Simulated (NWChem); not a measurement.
Program: NWChem. System: O3W, charge 0, spin multiplicity 1, displaced from the optimised geometry. The structure started from a generated list of species. Level: BLYP/def2-SVP with def2 effective core potentials on W.

The NWChem input:

```
start mol
memory heap 200 mb stack 900 mb global 1100 mb
geometry units angstroms nocenter noautoz
  W      0.000000     0.000000    -0.000285
  O      0.000000     0.000000     1.863855
  O      1.615539     0.000000    -0.930610
  O     -1.615539     0.000000    -0.930610
  symmetry group C2v
end
basis spherical
  * library def2-svp
end
ecp
  W library def2-ecp
end
dft
  xc becke88 lyp
  semidirect memsize 60000000 filesize 0
  iterations 100
  cgmin
end
task dft gradient
```

Output (cleaned and shortened):

```
             Northwest Computational Chemistry Package (NWChem) 7.3.0
             --------------------------------------------------------

                                NWChem Input Module
                                -------------------

 Scaling coordinates for geometry "geometry" by  1.889725989
 (inverse scale =  0.529177249)

 Turning off AUTOSYM since
 SYMMETRY directive was detected!

                             Geometry "geometry" -> ""
                             -------------------------

 Output coordinates in angstroms (scale by  1.889725989 to convert to a.u.)

  No.       Tag          Charge          X              Y              Z
 ---- ---------------- ---------- -------------- -------------- --------------
    1 W                   74.0000     0.00000000     0.00000000    -0.00028500
    2 O                    8.0000     0.00000000     0.00000000     1.86385500
    3 O                    8.0000     1.61553900     0.00000000    -0.93061000
    4 O                    8.0000    -1.61553900     0.00000000    -0.93061000

 Effective nuclear repulsion energy (a.u.)     535.6010867775

            Nuclear Dipole moment (a.u.)
            ----------------------------
        X                 Y               Z
 ---------------- ---------------- ----------------
     0.0000000000     0.0000000000    -0.0000188973

      Symmetry information
      --------------------

 Group name             C2v
 Group number             16
 Group order               4
 No. of unique centers     3

      Symmetry unique atoms

     1    2    3


 Summary of "ao basis" -> "" (spherical)
 ------------------------------------------------------------------------------
       Tag                 Description            Shells   Functions and Types
 ---------------- ------------------------------  ------  ---------------------
 *                          def2-svp                  on all atoms

                                 NWChem DFT Module
                                 -----------------

 Summary of "ao basis" -> "ao basis" (spherical)
 ------------------------------------------------------------------------------
       Tag                 Description            Shells   Functions and Types
 ---------------- ------------------------------  ------  ---------------------
 W                          def2-svp                12       32   6s3p2d1f
 O                          def2-svp                 6       14   3s2p1d

 Summary of "ao basis" -> "ao basis" (spherical)
 ------------------------------------------------------------------------------
       Tag                 Description            Shells   Functions and Types
 ---------------- ------------------------------  ------  ---------------------
 W                          def2-svp                12       32   6s3p2d1f
 O                          def2-svp                 6       14   3s2p1d

      Symmetry analysis of basis
      --------------------------

        a1         32
        a2          8
        b1         20
        b2         14

            General Information
            -------------------
          SCF calculation type: DFT
          Wavefunction type:  closed shell.
          No. of atoms     :     4
          No. of electrons :    38
           Alpha electrons :    19
            Beta electrons :    19
          Charge           :     0
          Spin multiplicity:     1
          Use of symmetry is: on ; symmetry adaption is: on
          Maximum number of iterations: 100
          AO basis - number of functions:    74
                     number of shells:    30
          Convergence on energy requested:  1.00D-06
          Convergence on density requested:  1.00D-05
          Convergence on gradient requested:  5.00D-04

              XC Information
              --------------
                    Becke 1988 Exchange Functional  1.000
              Lee-Yang-Parr Correlation Functional  1.000

             Grid Information
             ----------------
          Grid used for XC integration:  medium
          Radial quadrature: Mura-Knowles
          Angular quadrature: Lebedev.
          Tag              B.-S. Rad. Rad. Pts. Rad. Cut. Ang. Pts.
          ---              ---------- --------- --------- ---------
          W                   1.35      123           8.0       590
          O                   0.60       49           8.0       434
          Grid pruning is: on
          Number of quadrature shells:   221
          Spatial weights used:  Erf1

          Convergence Information
          -----------------------
          Convergence aids based upon iterative change in
          total energy or number of iterations.
          Levelshifting, if invoked, occurs when the
          HOMO/LUMO gap drops below (HL_TOL):  1.00D-02
          DIIS, if invoked, will attempt to extrapolate
          using up to (NFOCK): 10 stored Fock matrices.

                    Damping( 0%)  Levelshifting(0.5)       DIIS
                  --------------- ------------------- ---------------
          dE  on:    start            ASAP                start
          dE off:    2 iters        100 iters           100 iters

      Screening Tolerance Information
      -------------------------------
          Density screening/tol_rho:  1.00D-10
          AO Gaussian exp screening on grid/accAOfunc:  14
          CD Gaussian exp screening on grid/accCDfunc:  20
          XC Gaussian exp screening on grid/accXCfunc:  20
          Schwarz screening/accCoul:  1.00D-08

      Superposition of Atomic Density Guess
      -------------------------------------

 Sum of atomic energies:        -297.25007810

      Non-variational initial energy
      ------------------------------

 Total energy =    -289.624949
 1-e energy   =    -673.791505
 2-e energy   =     257.323468
 HOMO         =      -0.439936
 LUMO         =      -0.157425

      Symmetry analysis of molecular orbitals - initial
      -------------------------------------------------

  Numbering of irreducible representations:

     1 a1          2 a2          3 b1          4 b2

  Orbital symmetries:

     1 a1          2 a1          3 b1          4 a1          5 b1
     6 a1          7 b2          8 a1          9 a1         10 b1
    11 a1         12 b1         13 a1         14 a2         15 b2
    16 b2         17 b1         18 a1         19 b1         20 a1
    21 b2         22 a2         23 b2         24 a1         25 b1
    26 a1         27 b1         28 a1         29 a1

 ----------------------------------------------
         Quadratically convergent ROKS

 Convergence threshold     :          5.000E-04
 Maximum no. of iterations :          100
 Final Fock-matrix accuracy:          1.000E-08
 ----------------------------------------------

              iter       energy          gnorm     gmax       time
             ----- ------------------- --------- --------- --------
                 1     -291.5678703439  3.69D+00  1.10D+00      0.5
                 2     -292.4899678861  8.99D-01  3.01D-01      0.6
  Setting level-shift to   2.34 to force positive preconditioner
                 3     -292.5716291369  5.22D-01  1.25D-01      0.7
                 4     -292.5876401611  2.74D-01  8.01D-02      0.9
  Setting level-shift to   2.06 to force positive preconditioner
                 5     -292.5921643169  1.51D-01  3.66D-02      1.0
                 6     -292.5954437318  1.05D-02  3.23D-03      1.4
                 7     -292.5954496745  1.22D-04  3.49D-05      2.1

         Total DFT energy =     -292.595449674464
      One electron energy =     -675.586396766528
           Coulomb energy =      289.219134195372
    Exchange-Corr. energy =      -33.071275390142
 Nuclear repulsion energy =      126.843088286834

 Numeric. integr. density =       38.000005460033

     Total iterative time =      1.7s

                       DFT Final Molecular Orbital Analysis
                       ------------------------------------

 Vector   17  Occ=2.000000D+00  E=-2.785138D-01  Symmetry=a1
              MO Center=  6.3D-13,  9.8D-16, -1.3D-01, r^2= 4.1D+00
   Bfn.  Coefficient  Atom+Function         Bfn.  Coefficient  Atom+Function
  ----- ------------  ---------------      ----- ------------  ---------------
    38      0.344927  2 O  pz                50     -0.318721  3 O  px
    64      0.318721  4 O  px                41      0.254463  2 O  pz
    53     -0.218882  3 O  px                67      0.218882  4 O  px
     9      0.216603  1 W  pz                52     -0.207745  3 O  pz
    66     -0.207745  4 O  pz

 Vector   18  Occ=2.000000D+00  E=-2.784972D-01  Symmetry=b1
              MO Center= -9.3D-13, -2.1D-15,  1.3D-01, r^2= 4.1D+00
   Bfn.  Coefficient  Atom+Function         Bfn.  Coefficient  Atom+Function
  ----- ------------  ---------------      ----- ------------  ---------------
    36      0.391798  2 O  px                52      0.317810  3 O  pz
    66     -0.317810  4 O  pz                39      0.251591  2 O  px
    55      0.218125  3 O  pz                69     -0.218125  4 O  pz
     7     -0.216876  1 W  px                50     -0.162959  3 O  px
    64     -0.162959  4 O  px                24     -0.161870  1 W  d  1

 Vector   19  Occ=2.000000D+00  E=-2.699118D-01  Symmetry=b1
              MO Center= -4.4D-14, -2.5D-19, -4.0D-03, r^2= 3.9D+00
   Bfn.  Coefficient  Atom+Function         Bfn.  Coefficient  Atom+Function
  ----- ------------  ---------------      ----- ------------  ---------------
    36      0.377520  2 O  px                52     -0.328966  3 O  pz
    66      0.328966  4 O  pz                39      0.273083  2 O  px
    55     -0.237773  3 O  pz                69      0.237773  4 O  pz
    50     -0.187955  3 O  px                64     -0.187955  4 O  px

 Vector   20  Occ=0.000000D+00  E=-2.654128D-01  Symmetry=a1
              MO Center= -1.2D-13, -8.7D-15, -9.8D-05, r^2= 2.0D+00
   Bfn.  Coefficient  Atom+Function         Bfn.  Coefficient  Atom+Function
  ----- ------------  ---------------      ----- ------------  ---------------
     5      0.654149  1 W  s                 20     -0.573177  1 W  d  2
     3     -0.458777  1 W  s                 18     -0.330984  1 W  d  0
     2      0.279756  1 W  s

 Vector   21  Occ=0.000000D+00  E=-1.604794D-01  Symmetry=b2
              MO Center=  7.3D-12,  4.7D-16,  3.6D-01, r^2= 2.2D+00
   Bfn.  Coefficient  Atom+Function         Bfn.  Coefficient  Atom+Function
  ----- ------------  ---------------      ----- ------------  ---------------
    17      0.791263  1 W  d -1              37     -0.387648  2 O  py
    40     -0.312199  2 O  py                51      0.193688  3 O  py
    65      0.193688  4 O  py                54      0.155994  3 O  py
    68      0.155994  4 O  py

 Vector   22  Occ=0.000000D+00  E=-1.602776D-01  Symmetry=a2
              MO Center= -7.3D-12, -3.3D-15, -3.6D-01, r^2= 2.2D+00
   Bfn.  Coefficient  Atom+Function         Bfn.  Coefficient  Atom+Function
  ----- ------------  ---------------      ----- ------------  ---------------
    16      0.791384  1 W  d -2              51     -0.335741  3 O  py
    65      0.335741  4 O  py                54     -0.270379  3 O  py
    68      0.270379  4 O  py

            General Information
            -------------------
          SCF calculation type: DFT
          Wavefunction type:  closed shell.
          No. of atoms     :     4
          No. of electrons :    38
           Alpha electrons :    19
            Beta electrons :    19
          Charge           :     0
          Spin multiplicity:     1
          Use of symmetry is: on ; symmetry adaption is: on
          Maximum number of iterations: 100
          AO basis - number of functions:    74
                     number of shells:    30
          Convergence on energy requested:  1.00D-06
          Convergence on density requested:  1.00D-05
          Convergence on gradient requested:  5.00D-04

              XC Information
              --------------
                    Becke 1988 Exchange Functional  1.000
              Lee-Yang-Parr Correlation Functional  1.000

             Grid Information
             ----------------
          Grid used for XC integration:  medium
          Radial quadrature: Mura-Knowles
          Angular quadrature: Lebedev.
          Tag              B.-S. Rad. Rad. Pts. Rad. Cut. Ang. Pts.
          ---              ---------- --------- --------- ---------
          W                   1.35      123           8.0       590
          O                   0.60       49           8.0       434
          Grid pruning is: on
          Number of quadrature shells:   221
          Spatial weights used:  Erf1

          Convergence Information
          -----------------------
          Convergence aids based upon iterative change in
          total energy or number of iterations.
          Levelshifting, if invoked, occurs when the
          HOMO/LUMO gap drops below (HL_TOL):  1.00D-02
          DIIS, if invoked, will attempt to extrapolate
          using up to (NFOCK): 10 stored Fock matrices.

                    Damping( 0%)  Levelshifting(0.5)       DIIS
                  --------------- ------------------- ---------------
          dE  on:    start            ASAP                start
          dE off:    2 iters        100 iters           100 iters

      Screening Tolerance Information
      -------------------------------
          Density screening/tol_rho:  1.00D-10
          AO Gaussian exp screening on grid/accAOfunc:  14
          CD Gaussian exp screening on grid/accCDfunc:  20
          XC Gaussian exp screening on grid/accXCfunc:  20
          Schwarz screening/accCoul:  1.00D-08

                            NWChem DFT Gradient Module
                            --------------------------

  charge          =   0.00
  wavefunction    = closed shell

  Using symmetry

                         DFT ENERGY GRADIENTS

    atom               coordinates                        gradient
                 x          y          z           x          y          z
   1 W       0.000000   0.000000  -0.000539    0.000000   0.000000  -0.000428
   2 O       0.000000   0.000000   3.522175    0.000000   0.000000   0.078388
   3 O       3.052926   0.000000  -1.758598    0.067973   0.000000  -0.038980
   4 O      -3.052926   0.000000  -1.758598   -0.067973   0.000000  -0.038980

                 ----------------------------------------
                 |  Time  |  1-e(secs)   |  2-e(secs)   |
                 ----------------------------------------
                 |  CPU   |       0.03   |       1.69   |
                 ----------------------------------------
                 |  WALL  |       0.03   |       1.69   |
                 ----------------------------------------

 Task  times  cpu:        4.0s     wall:        4.0s

 Total times  cpu:        4.1s     wall:        4.1s
```
